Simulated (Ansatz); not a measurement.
`C[Si](C)(O)O` and `C[Si](C)(O)[SiH3]` differ in one atom or group.

Ansatz, PBE0-D4/def2-TZVP geometries, multiplicity 1. Each molecule was computed in one conformer, which needn't be the lowest.

| property | `C[Si](C)(O)O` |
| --- | --- |
| size of the dipole moment (PBE/def2-TZVPP) / D | 1.94 |
| HOMO–LUMO gap (PBE0/def2-TZVPP) / eV | 8.66 |
| HOMO–LUMO gap (B3LYP/def2-TZVPP) / eV | 8.08 |
| HOMO energy (PBE/def2-TZVPP) / eV | -6.57 |
| HOMO energy (ωB97M-V/def2-TZVPP) / eV | -10.31 |
| size of the dipole moment (B3LYP/def2-TZVPP) / D | 2.03 |

**Question.** Give the same properties after the change, and the shifts. (An estimate is asked.)

**Answer.** Computed: 
```csv
property,`C[Si](C)(O)[SiH3]`,shift
size of the dipole moment (PBE/def2-TZVPP) / D,1.11,-0.83
HOMO–LUMO gap (PBE0/def2-TZVPP) / eV,7.57,-1.09
HOMO–LUMO gap (B3LYP/def2-TZVPP) / eV,7.15,-0.93
HOMO energy (PBE/def2-TZVPP) / eV,-6.21,0.36
HOMO energy (ωB97M-V/def2-TZVPP) / eV,-9.47,0.84
size of the dipole moment (B3LYP/def2-TZVPP) / D,1.10,-0.93
```

With PBE0 the HOMO rises by 0.62 eV and the LUMO falls by 0.47 eV, so the gap narrows by about 1.09 eV. PBE moves the HOMO by 0.36 eV and ωB97M-V by 0.84 eV. Dipoles are sizes alone; their direction can turn.

B3LYP here is the variant with VWN-RPA as its local correlation; programs differ in this.
